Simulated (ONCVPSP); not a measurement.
**What one change does to a pseudopotential (Si, ONCV)**

- Element: Si (Z = 14)
- Generator: ONCVPSP 4.0.1
- Type: optimised norm-conserving Vanderbilt (ONCV)
- Functional: PBEsol
- Relativity: scalar-relativistic
- Frozen core: [Ne]
- Valence charge: 4
- Reference configuration: 3s2 3p2
- Partial waves: 3s: rc 2.00 bohr, ncon 4, nbas 7, qcut 4 1/bohr, 2 projectors, debl 1 Ha; 3p: rc 1.80 bohr, ncon 4, nbas 8, qcut 5 1/bohr, 2 projectors, debl 0.6 Ha; d scattering state at 0.25 Ha: rc 1.55 bohr, ncon 4, nbas 8, qcut 6 1/bohr, 3 projectors, debl 1.2 Ha
- Local potential: polynomial inside 1.30 bohr (lpopt 5, dvloc0 0 Ha)
- Core correction: none

Change: local potential polynomial inside 1.30 bohr (lpopt 5, dvloc0 6.5 Ha).

Cutoffs: the cutoffs (Ha) at which the residual kinetic energy of the hardest occupied pseudo-wave falls to 1 and 0.1 mHa per electron; they do not see the model core or the augmentation charge, which bear on the density cutoff. Errors are all-electron minus pseudo energies relative to the spin-unpolarised reference configuration.

Problem. How do hardness, ghosts and transferability respond?

Solution. The potential gets neither clearly harder nor softer (7.0 Ha and 17 Ha → 7.0 Ha and 17 Ha); the bound ghost in d disappears; the errors of the 4 common tests hardly move. In the separable form a ghost depends on how the local part lies against the semilocal potential of the channel, so the choice of the local part can create or remove one.

```csv
quantity,base,changed
"cutoff, loose",7.0 Ha,7.0 Ha
"cutoff, tight",17 Ha,17 Ha
bound ghosts,d,none
GHOST(+) flags under 300 eV,s at 87.8 eV,none
"error for 3s2 3p1, meV [ΔE 7.71 eV]",-0.1,-0.1
"error for 3s2 3p0, meV [ΔE 23.68 eV]",+6.4,+6.3
"error for 3s1 3p0, meV [ΔE 57.58 eV]",+66,+66
"error for 3s2 3p1.5, meV [ΔE 2.91 eV]",-0.2,-0.2
s: phases at 2.03 bohr within 0.05 rad from the reference energy up to (Ha; the scan ends near 5),2.5,2.8
p: phases at 1.83 bohr within 0.05 rad from the reference energy up to (Ha; the scan ends near 5),2.9,3.4
d: phases at 1.58 bohr within 0.05 rad from the reference energy up to (Ha; the scan ends near 5),to the end of the scan,to the end of the scan
```

Base: The cutoffs count occupied waves only; projector 3 of the d channel, the hardest unoccupied one, needs 23 Ha at the loose tolerance. Changed file: The cutoffs count occupied waves only; projector 3 of the d channel, the hardest unoccupied one, needs 23 Ha at the loose tolerance. A true bound ghost makes a file unfit for plane-wave use even where its test errors are small: the radial tests pick states by their node count and pass the ghost by.
